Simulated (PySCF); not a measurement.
Species: CF3C(O)Cl, C2ClF3O.
Structure used (PBE0-D3(BJ)/def2-TZVP), in Å, numbered top down from 1:
```
atom  x, y, z in Å
O1     1.3389    1.2055   -0.5634
C2     0.8753    0.2487   -0.0601
Cl3    1.7973   -0.9683    0.7792
C4    -0.6427   -0.0636   -0.0511
F5    -1.1037    0.0083    1.1941
F6    -0.8749   -1.2821   -0.5231
F7    -1.2852    0.8152   -0.7980
```

Computed with PySCF at wB97X-D/pcSseg-2, non-relativistic, on one gas-phase PBE0-D3(BJ)/def2-TZVP geometry that isn't relaxed in the solvent. The solvent is an IEF-PCM continuum (van der Waals radii × 1.2). The model holds no explicit solvent molecules, cavitation or dispersion.

Gas phase at wB97X-D/pcSseg-2: HOMO -11.45 eV, LUMO -0.43 eV, dipole 0.87 D.

Q: What does the continuum do to the energy, the frontier levels and the dipole at wB97X-D/pcSseg-2 in chloroform?

A: 
| solvent | ε | E(solvent) − E(gas) (kcal/mol) | polarisation term (kcal/mol) | distortion of the solute (kcal/mol) | HOMO (eV) | LUMO (eV) | dipole (D) |
| --- | --- | --- | --- | --- | --- | --- | --- |
| chloroform | 4.711 | -1.44 | -1.53 | 0.09 | -11.35 | -0.29 | 1.05 |

The polarisation term is half the interaction of the solute with the surface charges that it induces; the rest is the cost of distorting the solute's density. The sum is the electrostatic part of solvation alone.

Q: Give the dipole vector in the frame of the coordinates (D, pointing from negative to positive charge), gas and chloroform.

A: Gas (-0.01, -0.77, 0.40), solvent (-0.02, -0.93, 0.49). Its length changes by +20 % and its direction by less than 1°.

The pairwise dispersion term of wB97X-D wasn't added to the energies; at a given geometry it leaves orbitals and properties as they are.
